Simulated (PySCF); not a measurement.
F4Nb (SMILES [F][Nb+]([F])([F])[F]), charge +1, singlet, geometry from GFN2-xTB (such geometries of metal compounds can be far from the true shape) (the multiplicity is a formal guess) (core potentials on Nb); PW91/def2-SVP (PySCF).

Here is a job for PySCF.
```python
from pyscf import gto, scf, dft

mol = gto.M(
    atom='''
Nb    0.000000    0.000000    0.000000
F     1.172470    0.826554   -1.022711
F     0.841746   -1.105257    1.083367
F    -1.122575   -0.908216   -1.009347
F    -0.891640    1.186919    0.948691
''',
    basis='def2-svp',
    ecp={'Nb': 'def2-svp'},
    charge=1,
    spin=0,
    verbose=4,
)

mf = dft.RKS(mol)
mf.xc = 'pw91,pw91'
mf.kernel()
```

It wrote (shortened):

```
PySCF version 2.14.0

[INPUT] verbose = 4
[INPUT] num. atoms = 5
[INPUT] num. electrons = 48
[INPUT] charge = 1
[INPUT] spin (= nelec alpha-beta = 2S) = 0
[INPUT] symmetry False subgroup None
[INPUT] Mole.unit = angstrom
[INPUT] Symbol           X                Y                Z      unit          X                Y                Z       unit  Magmom
[INPUT]  1 Nb     0.000000000000   0.000000000000   0.000000000000 AA    0.000000000000   0.000000000000   0.000000000000 Bohr   0.0
[INPUT]  2 F      1.172470000000   0.826554000000  -1.022711000000 AA    2.215647189269   1.561960687164  -1.932643694580 Bohr   0.0
[INPUT]  3 F      0.841746000000  -1.105257000000   1.083367000000 AA    1.590669406448  -2.088633027258   2.047266922392 Bohr   0.0
[INPUT]  4 F     -1.122575000000  -0.908216000000  -1.009347000000 AA   -2.121359304284  -1.716279501948  -1.907389394651 Bohr   0.0
[INPUT]  5 F     -0.891640000000   1.186919000000   0.948691000000 AA   -1.684955401707   2.242951842043   1.792766166840 Bohr   0.0

nuclear repulsion = 229.965466042932
number of shells = 35
number of NR pGTOs = 153
number of NR cGTOs = 87
basis = def2-svp
ecp = {'Nb': 'def2-svp'}

******** <class 'pyscf.dft.rks.RKS'> ********
method = RKS
initial guess = minao
damping factor = 0
level_shift factor = 0
DIIS = <class 'pyscf.scf.diis.CDIIS'>
diis_start_cycle = 1
diis_space = 8
diis_damp = 0
SCF conv_tol = 1e-09
SCF conv_tol_grad = None
SCF max_cycles = 50
direct_scf = True
direct_scf_tol = 1e-13
XC library pyscf.dft.libxc version 7.1.2
    S. Lehtola, C. Steigemann, M. J. T. Oliveira, and M. A. L. Marques,  SoftwareX 7, 1–5 (2018)
XC functionals = pw91,pw91
    J. P. Perdew. In P. Ziesche and H. Eschrig, editors, Proceedings of the 75. WE-Heraeus-Seminar and 21st Annual International Symposium on Electronic Structure of Solids, 11. Berlin, 1991. Akademie Verlag.
    J. P. Perdew, J. A. Chevary, S. H. Vosko, K. A. Jackson, M. R. Pederson, D. J. Singh, and C. Fiolhais,  Phys. Rev. B 46, 6671 (1992)
    J. P. Perdew, J. A. Chevary, S. H. Vosko, K. A. Jackson, M. R. Pederson, D. J. Singh, and C. Fiolhais,  Phys. Rev. B 48, 4978 (1993)
    J. P. Perdew. In P. Ziesche and H. Eschrig, editors, Proceedings of the 75. WE-Heraeus-Seminar and 21st Annual International Symposium on Electronic Structure of Solids, 11. Berlin, 1991. Akademie Verlag.
    J. P. Perdew, J. A. Chevary, S. H. Vosko, K. A. Jackson, M. R. Pederson, D. J. Singh, and C. Fiolhais,  Phys. Rev. B 46, 6671 (1992)
    J. P. Perdew, J. A. Chevary, S. H. Vosko, K. A. Jackson, M. R. Pederson, D. J. Singh, and C. Fiolhais,  Phys. Rev. B 48, 4978 (1993)
radial grids:
    Treutler-Ahlrichs [JCP 102, 346 (1995); DOI:10.1063/1.469408] (M4) radial grids

becke partition: Becke, JCP 88, 2547 (1988); DOI:10.1063/1.454033
pruning grids: <function nwchem_prune>
grids dens level: 3
symmetrized grids: False
atomic radii adjust function: <function treutler_atomic_radii_adjust>
small_rho_cutoff = 0
Set gradient conv threshold to 3.16228e-05
Initial guess from minao.
tot grids = 79488
init E= -449.414044377804
  HOMO = -0.751223795643089  LUMO = -0.575951514910641  gap/eV = 4.76940
cycle= 1 E= -455.553960351266  delta_E= -6.14  |g|=  1.3  |ddm|= 4.08
  HOMO = -0.624365629584959  LUMO = -0.189891349482433  gap/eV = 11.82265
cycle= 2 E= -455.038509188626  delta_E= 0.515  |g|= 1.94  |ddm|= 2.91
  HOMO = -0.592578779408196  LUMO = -0.327770413033797  gap/eV = 7.20580
cycle= 3 E= -455.888978130825  delta_E= -0.85  |g|= 0.596  |ddm|=  1.8
  HOMO = -0.660477143649609  LUMO = -0.400036130602336  gap/eV = 7.08696
cycle= 4 E= -455.941226249905  delta_E= -0.0522  |g|= 0.056  |ddm|= 0.37
  HOMO = -0.655512178561077  LUMO = -0.391760092065558  gap/eV = 7.17706
cycle= 5 E= -455.9418957905  delta_E= -0.00067  |g|= 0.0124  |ddm|= 0.0427
  HOMO = -0.655527968449236  LUMO = -0.390862136383283  gap/eV = 7.20192
cycle= 6 E= -455.941927814815  delta_E= -3.2e-05  |g|= 0.00045  |ddm|= 0.00961
  HOMO = -0.65555515287278  LUMO = -0.390872562866495  gap/eV = 7.20238
cycle= 7 E= -455.941927838254  delta_E= -2.34e-08  |g|= 0.000245  |ddm|= 0.00033
  HOMO = -0.655556064734998  LUMO = -0.390869745173645  gap/eV = 7.20248
cycle= 8 E= -455.941927847707  delta_E= -9.45e-09  |g|= 9.6e-05  |ddm|= 0.000181
  HOMO = -0.655555518755647  LUMO = -0.390863808412342  gap/eV = 7.20263
cycle= 9 E= -455.941927849533  delta_E= -1.83e-09  |g|= 4.91e-06  |ddm|= 6.72e-05
  HOMO = -0.655555454190604  LUMO = -0.390864056802297  gap/eV = 7.20262
cycle= 10 E= -455.941927849539  delta_E= -5.57e-12  |g|= 1.12e-07  |ddm|= 3.18e-06
  HOMO = -0.65555544147518  LUMO = -0.390864072330642  gap/eV = 7.20262
Extra cycle  E= -455.941927849538  delta_E= 9.09e-13  |g|= 3.57e-07  |ddm|= 2.97e-07
converged SCF energy = -455.941927849538
```
